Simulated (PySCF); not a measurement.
Al(H)2(SMe), SMILES C[S][AlH2] (B3LYP/def2-SVP optimised geometry):

```
8

Al    -0.267     1.257     0.000
H     -1.171     2.551     0.000
H      1.318     1.257     0.000
S     -1.318    -0.657     0.001
C      0.030    -1.918     0.000
H     -0.072    -2.541    -0.899
H     -0.082    -2.551     0.890
H      1.028    -1.457     0.008
```

Calculation: B3LYP/def2-TZVP in PySCF.

### Question
What are the frontier orbital energies and the dipole moment?

### Answer
HOMO-2 -8.47 eV, HOMO-1 -7.82 eV, HOMO -6.96 eV, LUMO -1.47 eV, LUMO+1 0.06 eV; dipole moment 1.46 D.

On the same geometry PBE/def2-TZVP run with PySCF 2.14.0 gives HOMO-2 -7.36 eV, HOMO-1 -6.86 eV, HOMO -6.08 eV, LUMO -2.02 eV, LUMO+1 -0.62 eV; dipole moment 1.47 D.

Meta-Löwdin charges at B3LYP/def2-TZVP: Al1 0.47, H2 -0.14, H3 -0.15, S4 -0.20, C5 -0.37, H6 0.13, H7 0.13, H8 0.12.
